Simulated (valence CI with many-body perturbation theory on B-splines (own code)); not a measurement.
# Level structure of Ge26+

Level of theory: valence CI with perturbative core correlation (CI+MBPT): four valence electrons over a frozen Dirac-Fock core [He], radial functions for each j: 11 s, 11 p, 10 d, 8 f, 5 g, 2 h, with the one-electron correlation potential Σ1 (screened to all orders), the two-electron term Σ2, the three-electron term Σ3, Breit, model QED; selected single and double excitations, second order for the rest, scaled by the run's own slope (own B-spline code, finite nucleus).

No measured spectrum was set against this ion. As an estimate, large intervals hold to a few tenths of a per cent, small ones and those within an open d or f shell to about a per cent. Among the levels kept, up to 1100 cm⁻¹ of a level comes from second order outside the variational space, and about a tenth of that is noise between levels of different J, which matters for small intervals.

Levels 91 to 135 of 203, with energies above the lowest level, 2s²2p² ³P_0. "Leading %" is the weight of the configuration and term that name the level; weights of strongly mixed levels are sums over their largest components and can fall short, so below about 35 % the name and the second component can differ from the true leading terms, or belong to a minority configuration. In the jj column 3d3/2^4 stands for four electrons in 3d with j = 3/2. Lifetimes count E1, E2, E3, M1 and M2 decay at the calculated energies, and are blank where another channel may lead or the interval is too uncertain; long ones can be off by a factor of two.

```
No.  Configuration  Term  J  E (× 10³ cm⁻¹)  Leading %  Lifetime                   Leading jj
 91        2s2p²3p   ³F°  3           13870         75    273 fs  2s 2p1/2 2p3/2 3p3/2 (76 %)
 92        2s2p²3d    ³P  1           13874         54   36.3 fs  2s 2p1/2 2p3/2 3d5/2 (81 %)
 93        2s2p²3p   ¹D°  2           13887         28    130 fs  2s 2p1/2 2p3/2 3p3/2 (81 %)
 94        2s2p²3d    ⁵D  3           13887         39   29.6 fs  2s 2p1/2 2p3/2 3d5/2 (42 %)
 95        2s2p²3d    ⁵P  2           13889         61   18.3 fs  2s 2p1/2 2p3/2 3d3/2 (60 %)
 96        2s2p²3d    ⁵P  1           13899         76   15.4 fs  2s 2p1/2 2p3/2 3d3/2 (67 %)
 97        2s2p²3p   ³D°  1           13928         57    570 fs  2s 2p1/2 2p3/2 3p1/2 (44 %)
 98        2s2p²3p   ³P°  1           13929         60    149 fs  2s 2p1/2 2p3/2 3p3/2 (63 %)
 99        2s2p²3p   ³D°  2           13930         58    193 fs      2s 2p3/2^2 3p1/2 (62 %)
100        2s2p²3p   ³P°  0           13941         95   1.75 ps  2s 2p1/2 2p3/2 3p3/2 (86 %)
101        2s2p²3s    ³S  1           13945         60    109 fs         2s 2p3/2^2 3s (83 %)
102        2s2p²3p   ¹F°  3           13951         62   58.8 fs      2s 2p3/2^2 3p1/2 (55 %)
103        2s2p²3d    ³P  0           13959         84   32.8 fs  2s 2p1/2 2p3/2 3d5/2 (60 %)
104        2s2p²3s    ³P  2           13964         75    101 fs         2s 2p3/2^2 3s (76 %)
105        2s2p²3p   ³F°  4           13967         83   39.6 ps      2s 2p3/2^2 3p3/2 (73 %)
106        2s2p²3p   ³D°  3           13973         82    864 fs      2s 2p3/2^2 3p3/2 (53 %)
107        2s2p²3d    ³F  4           13978         66   29.0 fs  2s 2p1/2 2p3/2 3d5/2 (36 %)
108        2s2p²3s    ¹P  1           13980         62   72.6 fs         2s 2p3/2^2 3s (76 %)
109        2s2p²3d    ³D  2           13981         48   40.7 fs  2s 2p1/2 2p3/2 3d5/2 (56 %)
110        2s2p²3d    ³D  3           13987         75   25.5 fs  2s 2p1/2 2p3/2 3d5/2 (53 %)
111        2s2p²3p   ³D°  2           13988         41    317 fs  2s 2p1/2 2p3/2 3p3/2 (56 %)
112        2s2p²3p   ³P°  1           13988         47    122 fs  2s 2p1/2 2p3/2 3p3/2 (54 %)
113        2s2p²3d    ³D  1           13991         59   32.7 fs  2s 2p1/2 2p3/2 3d5/2 (65 %)
114        2s2p²3s    ¹S  0           14010         73    222 fs         2s 2p3/2^2 3s (89 %)
115        2s2p²3p   ³P°  1           14029         47   86.2 fs      2s 2p3/2^2 3p3/2 (46 %)
116        2s2p²3p   ³P°  2           14060         59   92.3 fs      2s 2p3/2^2 3p3/2 (80 %)
117        2s2p²3d    ³G  3           14107         74    776 fs  2s 2p1/2 2p3/2 3d3/2 (90 %)
118        2s2p²3d    ³F  2           14141         71   26.5 fs  2s 2p1/2 2p3/2 3d3/2 (76 %)
119        2s2p²3d    ³G  4           14147         67    175 fs  2s 2p1/2 2p3/2 3d5/2 (81 %)
120        2s2p²3d    ³F  3           14163         43   28.0 fs  2s 2p1/2 2p3/2 3d5/2 (84 %)
121        2s2p²3d    ³D  1           14172         78   18.5 fs  2s 2p1/2 2p3/2 3d3/2 (62 %)
122        2s2p²3d    ³D  2           14192         60   19.4 fs  2s 2p1/2 2p3/2 3d5/2 (74 %)
123        2s2p²3d    ¹P  1           14203         37   48.5 fs  2s 2p1/2 2p3/2 3d3/2 (46 %)
124        2s2p²3p   ³P°  0           14211         55   2.85 ps      2s 2p3/2^2 3p1/2 (60 %)
125        2s2p²3d    ³P  0           14214         89   20.8 fs  2s 2p1/2 2p3/2 3d3/2 (78 %)
126        2s2p²3d    ³F  4           14228         68   37.4 fs      2s 2p3/2^2 3d5/2 (60 %)
127        2s2p²3d    ³G  5           14229         84    121 ps      2s 2p3/2^2 3d5/2 (73 %)
128        2s2p²3p   ³P°  1           14231         30    124 fs      2s 2p3/2^2 3p1/2 (78 %)
129        2s2p²3d    ³P  1           14233         45   32.0 fs  2s 2p1/2 2p3/2 3d3/2 (37 %)
130        2s2p²3d    ³F  2           14237         56   18.9 fs  2s 2p1/2 2p3/2 3d3/2 (62 %)
131        2s2p²3p   ³P°  1           14239         32   89.9 fs      2s 2p3/2^2 3p1/2 (75 %)
132        2s2p²3d    ³D  3           14246         59   16.9 fs      2s 2p3/2^2 3d3/2 (43 %)
133        2s2p²3p   ³D°  2           14248         38    229 fs      2s 2p3/2^2 3p1/2 (72 %)
134        2s2p²3d    ³F  3           14249         49   35.8 fs  2s 2p1/2 2p3/2 3d5/2 (60 %)
135        2s2p²3p   ³P°  2           14258         36    671 fs      2s 2p3/2^2 3p3/2 (44 %)
```

Names give the largest LS component (configuration and term), which can be under half, so a name can repeat, a term be missing and a line seem to break the LS rules; names also repeat where a configuration has a term twice.

Where two levels of one J and parity lie close, their mixing, g and order are uncertain.
